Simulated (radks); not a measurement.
These are the eigenvalues of the occupied orbitals of an atom or ion with whole-number occupations (eV). All-electron calculation, scalar-relativistic Kohn-Sham, BP86, spin-polarised, spherical densities, point nucleus. Program: a radial shooting solver on a logarithmic mesh with Libxc functionals.

| orbital | eigenvalue |
|---|---|
| 1s down | -59333.05 |
| 1s up | -59333.05 |
| 2s up | -10038.07 |
| 2s down | -10038.05 |
| 2p up | -8866.244 |
| 2p down | -8866.227 |
| 3s up | -2283.080 |
| 3s down | -2282.178 |
| 3p up | -1928.289 |
| 3p down | -1927.388 |
| 3d up | -1490.280 |
| 3d down | -1489.592 |
| 4s up | -477.7062 |
| 4s down | -475.8514 |
| 4p up | -361.0173 |
| 4p down | -359.1976 |
| 4d up | -206.0952 |
| 4d down | -204.3153 |
| 5s up | -84.3833 |
| 5s down | -83.5609 |
| 5p up | -56.6382 |
| 5p down | -56.0481 |
| 4f up | -36.5862 |
| 4f down | -34.9950 |

Which element is it, and in what charge state? The configuration may be excited. Open shells, if any, are filled with parallel spins first.

Answer. Z = 69, thulium, charge +3: Tm3+ in [Xe] 4f12. The list shows which subshells hold electrons but not how many an open one holds; the 1s level, -2180.4 hartree, gives Z - s = 66.0 by -(Z - s)^2/2, which with screening and relativity narrows Z to a few neighbours, and the depths of the outer levels then fix element, charge and occupations together.
